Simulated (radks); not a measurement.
Isoelectronic series with 18 electrons, all held in the configuration [Ar], which need not be the ground one along the series. Method: scalar-relativistic Kohn-Sham, LDA (Slater exchange, Perdew-Wang correlation), spin-polarised, spherical densities, finite nucleus; Fermi nuclear charge, rms radius of each element as measured or else 0.836 A^(1/3) + 0.57 fm; computed with a radial shooting solver on a logarithmic mesh with Libxc functionals. Total energies (hartree) and orbital eigenvalues (hartree):

\begin{tabular}{lrrrr}
ion & E (hartree) & 3p & 3s & 2p \\ \hline
Ar & -527.80851 & -0.38163 & -0.89165 & -8.44780 \\
K+ & -600.39599 & -0.91772 & -1.51995 & -10.51915 \\
Ca2+ & -678.01406 & -1.58469 & -2.28120 & -12.86685 \\
Sc3+ & -760.66069 & -2.37536 & -3.16777 & -15.48215 \\
Ti4+ & -848.33977 & -3.28610 & -4.17589 & -18.36052 \\
V5+ & -941.05874 & -4.31475 & -5.30346 & -21.49936 \\
Cr6+ & -1038.82734 & -5.45995 & -6.54922 & -24.89706 \\
Mn7+ & -1141.65722 & -6.72083 & -7.91242 & -28.55264 \\
Fe8+ & -1249.56159 & -8.09680 & -9.39265 & -32.46551 \\
Co9+ & -1362.55479 & -9.58746 & -10.98970 & -36.63535 \\
Ni10+ & -1480.65262 & -11.19258 & -12.70351 & -41.06205 \\
Cu11+ & -1603.87116 & -12.91201 & -14.53416 & -45.74562 \\
Zn12+ & -1732.22864 & -14.74568 & -16.48181 & -50.68621 \\
Ga13+ & -1865.74339 & -16.69360 & -18.54668 & -55.88404 \\
Ge14+ & -2004.43503 & -18.75579 & -20.72908 & -61.33941 \\
As15+ & -2148.32452 & -20.93234 & -23.02935 & -67.05269 \\
Se16+ & -2297.43292 & -23.22338 & -25.44789 & -73.02430 \\
\end{tabular}
